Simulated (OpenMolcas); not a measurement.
**Cu5+: the spin-orbit constant, worked from levels**

```yaml
Program: OpenMolcas 26.06
Basis: ANO-RCC-VDZP [5s4p2d1f]
Scalar_Hamiltonian: DKH2, point nucleus
Active_space: 6 electrons in 5 orbitals (3d)
State_averaging: 2S+1 = 5 even, 5 roots; 2S+1 = 3 even, 45 roots; 2S+1 = 1 even, 50 roots
Spin-orbit_coupling: state interaction with AMFI integrals over the reference wave functions, term energies averaged over their components
```

Methods: CASSCF; MS-CASPT2, IPEA 0.25 Eh, imaginary shift 0.1 Eh (closed shells correlated: 3s 3p). Measured levels: Sugar and Musgrove, J. Phys. Chem. Ref. Data 19, 527 (1990).

**The spin-orbit constant.** For the Hund term ⁵D of d6, E(J) = (A/2) J(J+1) + constant and ζ = -2S·A = -4A. From J = 0 to J = 4 the energy changes by 10 A.

| Source | E(4) - E(0) | A | ζ |
| --- | --- | --- | --- |
| CASSCF | -2822.1 | -282.2 | 1129 |
| MS-CASPT2 | -2802.7 | -280.3 | 1121 |
| measured | -2733.4 | -273.3 | 1093 |

All in cm-1. MS-CASPT2 is off by +2.5 % and CASSCF by +3.2 %. Both methods take the spin-orbit matrix elements from the reference wave functions, so the second can move ζ only through the term energies and any multistate remixing. Second-order mixing with other terms is absorbed into this ζ.

The basis is small and was not contracted for so high a charge. Without dynamic correlation excited terms often stand tens of per cent too high (terms of higher spin than the ground term too low), and those without a measured partner can miss by more than the paired ones (holds for CASSCF). Measured partners are found by configuration, term and J. A level has none where our copy of the source lacks it or the pairing is in doubt (some pairs that miss far off the trend of their configuration count as doubtful), and it then counts in no deviation. Levels of configurations outside the active space are missing.
